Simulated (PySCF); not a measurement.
AlBr2, SMILES [Br][Al][Br], multiplicity 2.

Coordinates come from a B3LYP-D3(BJ)/def2-TZVP optimisation. The spin state was assumed, not searched. The isomer is the one that the SMILES or the coordinates give; other isomers of the formula were not compared.

Method: PBE/def2-TZVPD run with PySCF.

The molecule is in vacuum.

Computed frontier levels, dipole moment and polarisability:
```
Item                                                                                                             Value
---------------------------------------------------------------------------------------------  -----------------------
α spin, highest occupied and lowest empty level                                                     -5.62 and -2.86 eV
β spin, highest occupied and lowest empty level                                                     -7.36 and -4.25 eV
dipole moment                                                                                                   1.28 D
quadrupole, principal values (traceless, Buckingham form, about the centre of nuclear charge)    -4.96, 2.22, 2.75 D·Å
mean static polarisability                                                                       81.7 bohr³ (12.11 Å³)
polarisability, principal values                                                               64.9, 74.8, 105.4 bohr³
⟨S²⟩                                                                                           0.752 (pure state 0.75)
```
